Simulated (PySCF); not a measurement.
Job for PySCF: R-M06-2X/def2-TZVPP on CH5NOSi (SMILES CO[Si]N).

```python
from pyscf import gto, dft

mol = gto.M(
    atom='''
    C    -1.61386958    0.12956327    0.52742810
    O    -0.39365161    0.02978025   -0.18644819
    Si    1.10157398   -0.08301932    0.53843829
    N     2.03827092   -0.16409651   -0.89165604
    H    -2.12077470    1.05625801    0.25127562
    H    -1.45687956    0.12633892    1.61170431
    H    -2.25721968   -0.71283677    0.26576846
    H     1.65986280   -0.13943423   -1.82862674
    H     3.04268743   -0.24255364   -0.87280821
    ''',
    basis='def2-tzvpp',
    charge=0, spin=0, verbose=4, max_memory=1800)
mf = dft.RKS(mol, xc='m062x').density_fit(auxbasis='def2-universal-jkfit')
mf.grids.level = 4
mf.conv_tol = 1e-9
mf.max_cycle = 150
mf.kernel()
mf.dip_moment()
```

Output:

```
PySCF version 2.14.0

[INPUT] verbose = 4
[INPUT] num. atoms = 9
[INPUT] num. electrons = 40
[INPUT] charge = 0
[INPUT] spin (= nelec alpha-beta = 2S) = 0
[INPUT] symmetry False subgroup None
[INPUT] Mole.unit = angstrom
[INPUT] Symbol           X                Y                Z      unit          X                Y                Z       unit  Magmom
[INPUT]  1 C     -1.613869580000   0.129563270000   0.527428100000 AA   -3.049771506967   0.244839096103   0.996694659400 Bohr   0.0
[INPUT]  2 O     -0.393651610000   0.029780250000  -0.186448190000 AA   -0.743893731394   0.056276516421  -0.352336015521 Bohr   0.0
[INPUT]  3 Si     1.101573980000  -0.083019320000   0.538438290000 AA    2.081673128147  -0.156883777848   1.017500903079 Bohr   0.0
[INPUT]  4 N      2.038270920000  -0.164096510000  -0.891656040000 AA    3.851773806465  -0.310097461897  -1.684985712914 Bohr   0.0
[INPUT]  5 H     -2.120774700000   1.056258010000   0.251275620000 AA   -4.007683354907   1.996038355778   0.474842103580 Bohr   0.0
[INPUT]  6 H     -1.456879560000   0.126338920000   1.611704310000 AA   -2.753103364877   0.238745957673   3.045679739681 Bohr   0.0
[INPUT]  7 H     -2.257219680000  -0.712836770000   0.265768460000 AA   -4.265526998178  -1.347066266820   0.502229601947 Bohr   0.0
[INPUT]  8 H      1.659862800000  -0.139434230000  -1.828626740000 AA    3.136686096354  -0.263492507090  -3.455603722656 Bohr   0.0
[INPUT]  9 H      3.042687430000  -0.242553640000  -0.872808210000 AA    5.749845925357  -0.458359950116  -1.649368476172 Bohr   0.0

nuclear repulsion = 161.376565763095
number of shells = 77
number of NR pGTOs = 281
number of NR cGTOs = 205
basis = def2-tzvpp
ecp = {}


******** <class 'pyscf.df.df_jk.DFRKS'> ********
method = DFRKS
initial guess = minao
damping factor = 0
level_shift factor = 0
DIIS = <class 'pyscf.scf.diis.CDIIS'>
diis_start_cycle = 1
diis_space = 8
diis_damp = 0
SCF conv_tol = 1e-09
SCF conv_tol_grad = None
SCF max_cycles = 150
direct_scf = False
XC library pyscf.dft.libxc version 7.1.2
    S. Lehtola, C. Steigemann, M. J. T. Oliveira, and M. A. L. Marques,  SoftwareX 7, 1–5 (2018)
XC functionals = m062x
    Y. Zhao and D. G. Truhlar,  Theor. Chem. Acc. 120, 215 (2008)
    Y. Zhao and D. G. Truhlar,  Theor. Chem. Acc. 120, 215 (2008)
radial grids:
    Treutler-Ahlrichs [JCP 102, 346 (1995); DOI:10.1063/1.469408] (M4) radial grids

becke partition: Becke, JCP 88, 2547 (1988); DOI:10.1063/1.454033
pruning grids: <function nwchem_prune>
grids dens level: 4
symmetrized grids: False
atomic radii adjust function: <function treutler_atomic_radii_adjust>
small_rho_cutoff = 0
Set gradient conv threshold to 3.16228e-05
Initial guess from minao.
tot grids = 192208
******** <class 'pyscf.df.df.DF'> ********
auxbasis = def2-universal-jkfit
init E= -460.878532663104
  HOMO = -0.259483557574335  LUMO = -0.0564326489615183  gap/eV = 5.52530
cycle= 1 E= -460.531802388186  delta_E= 0.347  |g|= 0.658  |ddm|= 2.17
  HOMO = -0.227403531557951  LUMO = 0.023563533616054  gap/eV = 6.82916
cycle= 2 E= -460.471169662385  delta_E= 0.0606  |g|= 0.898  |ddm|= 0.866
  HOMO = -0.277250474445538  LUMO = 0.00545881388530024  gap/eV = 7.69291
cycle= 3 E= -460.614838562027  delta_E= -0.144  |g|= 0.0613  |ddm|= 0.498
  HOMO = -0.281356308056168  LUMO = 0.00278626773459223  gap/eV = 7.73191
cycle= 4 E= -460.615261565485  delta_E= -0.000423  |g|= 0.0411  |ddm|= 0.0529
  HOMO = -0.281031661566821  LUMO = 0.00393919747762794  gap/eV = 7.75445
cycle= 5 E= -460.615589349777  delta_E= -0.000328  |g|= 0.00684  |ddm|= 0.0257
  HOMO = -0.280404004552366  LUMO = 0.00449117277497269  gap/eV = 7.75239
cycle= 6 E= -460.615600325342  delta_E= -1.1e-05  |g|= 0.00124  |ddm|= 0.00637
  HOMO = -0.28058649290773  LUMO = 0.00433750839850288  gap/eV = 7.75318
cycle= 7 E= -460.615600757632  delta_E= -4.32e-07  |g|= 0.000289  |ddm|= 0.00176
  HOMO = -0.280550576656758  LUMO = 0.00437179443733236  gap/eV = 7.75313
cycle= 8 E= -460.615600785521  delta_E= -2.79e-08  |g|= 0.000103  |ddm|= 0.000479
  HOMO = -0.280552942169415  LUMO = 0.00437107421644149  gap/eV = 7.75318
cycle= 9 E= -460.615600788557  delta_E= -3.04e-09  |g|= 3.39e-05  |ddm|= 0.000146
  HOMO = -0.280555798592644  LUMO = 0.00436894010160985  gap/eV = 7.75320
cycle= 10 E= -460.615600788894  delta_E= -3.36e-10  |g|= 6.22e-06  |ddm|= 5.04e-05
  HOMO = -0.280555085747864  LUMO = 0.00436937441036804  gap/eV = 7.75319
Extra cycle  E= -460.615600788904  delta_E= -9.78e-12  |g|= 4.32e-06  |ddm|= 1.09e-05
converged SCF energy = -460.615600788904
Dipole moment(X, Y, Z, Debye): -0.00217, -0.00266, -0.63383
```

The run converged.

Cost: very roughly 60 core-seconds.
